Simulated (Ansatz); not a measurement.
The same path of H3OSb (5 atoms, charge 0, multiplicity 1) was run 3 times with different band settings. The coordinate that changes most is the height of Sb2 over the plane of its neighbours.

All numbers below come from Ansatz, RKS PBE/def2-TZVP.

Relaxed end points:

```xyz
5
Properties=species:S:1:pos:R:3
O 0.378 -0.796 0.872
Sb 0.023 0.159 -0.858
H 0.893 -1.594 0.666
H -1.651 0.437 -0.506
H 0.407 1.721 -0.215
```

```xyz
5
Properties=species:S:1:pos:R:3
O 0.718 -1.194 0.210
Sb -0.347 0.360 0.883
H 0.816 -1.146 -0.757
H -1.594 0.311 -0.331
H 0.457 1.595 -0.046
```

Common settings: movable images 7; climbing image yes; optimiser quadratic models (default); start path IDPP; iteration limit 60; end points relaxed.

| run | spring | force threshold |
| --- | --- | --- |
| 1 | 5.0 eV/Å² | 0.05 eV/Å |
| 2 | 5.0 eV/Å² | 0.2 eV/Å |
| 3 | 0.5 eV/Å² | 0.05 eV/Å |

Q: What does each run give, and how far can it be trusted?

A: Run 1: converged after 5 iterations, highest image 2.589 eV above the first end. A vibrational analysis at the climbing image gives one clearly imaginary mode, 1277i cm⁻¹: a first-order saddle point.
Run 2: converged after 4 iterations, highest image 2.589 eV above the first end. The threshold of 0.2 eV/Å is loose, so the images may lie well off the minimum-energy path. Another band between the same ends (7 images) ends at a top of the same energy, where a vibrational analysis finds 1 clearly imaginary mode.
Run 3: converged after 5 iterations, highest image 2.589 eV above the first end. Another band between the same ends (7 images) ends at a top of the same energy, where a vibrational analysis finds 1 clearly imaginary mode.
